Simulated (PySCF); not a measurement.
Species: CH5Cl3N2Si2.
Z-matrix (Å and degrees, PBE0-D3(BJ)/def2-SVP geometry), rows numbered from 1:
```
Cl
C   1  1.7855
Cl  2  1.7716  1  110.07
Cl  2  1.7852  1  109.82  3   121.34
Si  2  1.9200  1  107.71  3  -121.55
N   5  1.7302  2  113.30  1   168.87
Si  6  1.7520  5   93.16  2  -111.97
N   5  1.7296  2  113.23  1    71.26
H   5  1.4875  2  103.73  1   -59.92
H   6  1.0087  5  132.96  2    60.11
H   7  1.4953  6  115.43  5  -118.40
H   7  1.4947  6  115.72  5   114.87
H   8  1.0086  5  133.19  2   -66.26
```

Definitions: NICS(0) = −σiso at the ring centroid; NICS(1) = −σiso and NICS(1)zz = −σzz at ±1 Å along the ring normal z. Level: GIAO KT2/pcSseg-1 (PySCF, non-relativistic, gas phase) on the PBE0-D3(BJ)/def2-SVP geometry, one conformer.

Ring bond lengths (Å): Si5–N6 1.730, N6–Si7 1.752, Si7–N8 1.752, N8–Si5 1.730.

Question: What do the NICS probes read (ppm)?

Answer: 
```json
{"ring": "Si5–N6–Si7–N8", "type": "4-membered ring with 2 N and 2 Si; formal bonds all single", "NICS(0)": "-9.6", "NICS(1), two faces": "-2.1 / -2.2", "NICS(1)zz, two faces": "-1.4 / -2.1", "rms pucker (Å)": "0.02", "centre to ring atoms, mean (Å)": "1.23"}
```

Question: What can be read from them?

Answer: 
- Si5–N6–Si7–N8: mean NICS(1)zz -1.8 ppm, near zero. Si5, Si7 have four or more neighbours, so the value isn't read as a sign of a π ring current. NICS(0) lies 7 ppm below the mean NICS(1).

Question: How shielded are the nuclei of the rings and their hydrogens (means over atoms taken as equivalent)?

Answer: 
```csv
atoms,environment,σ isotropic (ppm)
Si5,SiH silicon,386.1
N6 (×2),nitrogen bridging silicon atoms,237.2
Si7,SiH2 silicon,372.6
H9,Si–H hydrogen,25.69
H10 (×2),N–H hydrogen,30.56
H11,Si–H hydrogen,25.25
H12,Si–H hydrogen,25.14
```

Question: How do the values depend on the level or the medium?

Answer: 
| level | NICS(0), Si5–N6–Si7–N8 | mean NICS(1)zz, Si5–N6–Si7–N8 |
| --- | --- | --- |
| KT2/pcSseg-1, gas | -9.6 | -1.8 |
| PBE0/pcSseg-1, gas | -9.9 | -2.1 |

The geometry is the same throughout.
